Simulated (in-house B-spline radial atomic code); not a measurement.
Values are calculated unless marked as measured or tabulated.
Mn+ at several levels of theory

Ground configuration [Ar] 3d5 4s1. All numbers come from an all-electron radial atomic-structure program (B-spline basis), all electrons, at the radial basis limit. Mean-field, RPA, GW and linear-response runs are scalar-relativistic (one-electron X2C), no spin-orbit coupling, without Breit or QED terms, open shells spin-polarised at highest spin.

RPA overbinds a lone outer s electron by self-correlation, and G0W0 tends to as well.

**Ionisation energy.** The reference is 15.640 eV (NIST, measured).

| method | value (eV) | minus reference (eV) |
| --- | --- | --- |
| minus the highest LDA VWN5 level | 12.85 | -2.79 |
| LDA VWN5, difference of total energies | 16.52 | +0.88 |
| minus the highest PBE level | 12.61 | -3.03 |
| PBE, difference of total energies | 16.30 | +0.66 |
| G0W0 on PBE | 16.43 | +0.79 |
| exact exchange + RPA on PBE | 16.30 | +0.66 |
| exact exchange + RPA + SOSEX on PBE | 15.48 | -0.16 |
| minus the highest r2SCAN level | 12.89 | -2.75 |
| r2SCAN, difference of total energies | 16.15 | +0.51 |
| minus the highest PBE0 level | 13.29 | -2.35 |
| PBE0, difference of total energies | 15.97 | +0.33 |
| G0W0 on PBE0 | 16.31 | +0.67 |
| minus the highest B3LYP (VWN-RPA) level | 13.17 | -2.47 |
| B3LYP (VWN-RPA), difference of total energies | 16.10 | +0.46 |
| minus the highest CAM-B3LYP level | 14.45 | -1.19 |
| minus the highest LC-wPBE level | 15.58 | -0.06 |
| minus the highest Hartree-Fock level | 14.98 | -0.66 |
| Hartree-Fock, difference of total energies | 14.85 | -0.79 |
| G0W0 on Hartree-Fock | 15.94 | +0.30 |
| MP2, difference of total energies | 15.67 | +0.03 |

Task: Which methods come closest, and which lies farthest off?

Result: Closest: MP2, difference of total energies (+0.03 eV) and minus the highest LC-wPBE level (-0.06 eV). Farthest: minus the highest PBE level (-3.03 eV). The PBE level misses by -3.0 eV while the PBE energy difference misses by +0.66 eV: the semilocal potential lacks the −1/r tail and the energy is convex in the electron number, but total energies at whole numbers are far better.
